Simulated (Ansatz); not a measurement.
Two isomers of CH10N2Si2: A = `C[Si](N)(N)[SiH3]`, B = `C[SiH](N)[SiH2]N`.

Program: Ansatz. Geometries: PBE0-D4/def2-TZVP. ΔE: electronic, gas phase. CCSD(T)/CBS adds triple-zeta CCSD(T) − MP2 to the extrapolated MP2 energy (def2 sets, frozen cores). DFT in def2-TZVPP. B3LYP here is the variant with VWN-RPA as its local correlation; programs differ in this. One conformer a species, not always the lowest.

Problem. Which isomer does CCSD(T)/CBS put lower? Give the gap. (Estimate.)

Solution. Ansatz gave: A, by 6.1 kcal/mol.

Problem. Give E(B) − E(A) in kcal/mol with PBE0-D4, B2PLYP, ωB97M-V, MP2/def2-TZVPP, B3LYP, HF/def2-TZVPP, r2SCAN-D4. (Estimate.)

Solution. Ansatz gave: PBE0-D4 6.0, B2PLYP 5.7, ωB97M-V 5.9, MP2/def2-TZVPP 5.8, B3LYP 5.7, HF/def2-TZVPP 5.5, r2SCAN-D4 6.4. None reverses the order clearly.

Largest T1 diagnostic: 0.011.
